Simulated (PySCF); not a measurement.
## Magnesium: a sound run and one with changed settings

Sound run: Mg(2+) [Ne], Mg(3+) [He] 2s2 2p5. All numbers are calculated (PySCF 2.14, the non-relativistic Hamiltonian (point nucleus), in aug-cc-pVDZ). The sound run starts from symmetry-adapted Hartree-Fock orbitals and uses a fine grid where one is needed.

A second run was set up differently.

```tsv
species	method	sound run (hartree)	changed run (hartree)	converged
Mg(2+)	UHF	-198.82424	-198.82424	yes
Mg(2+)	TPSS	-199.25062	-199.25062	yes
Mg(2+)	M06-L	-199.25345	-199.25345	yes
Mg(3+)	UHF	-195.84641	-195.84641	yes
Mg(3+)	TPSS	-196.22284	-196.22458	yes
Mg(3+)	M06-L	-196.22161	-196.22763	yes
```

Ionisation energy of Mg(2+):

| method | sound run (eV) | changed run (eV) |
| --- | --- | --- |
| UHF | 81.031 | 81.031 |
| TPSS | 82.390 | 82.343 |
| M06-L | 82.501 | 82.337 |

Task: What was changed?
A. a valence shell is frozen
B. angular grid far too coarse
C. too few SCF iterations
D. all electrons correlated in a valence basis

Result: B. It used 14 angular points. A coarse angular grid integrates products of high-l functions wrongly, so density functionals can shift, and the SCF can exploit the error; Hartree-Fock and MP2 need no grid.
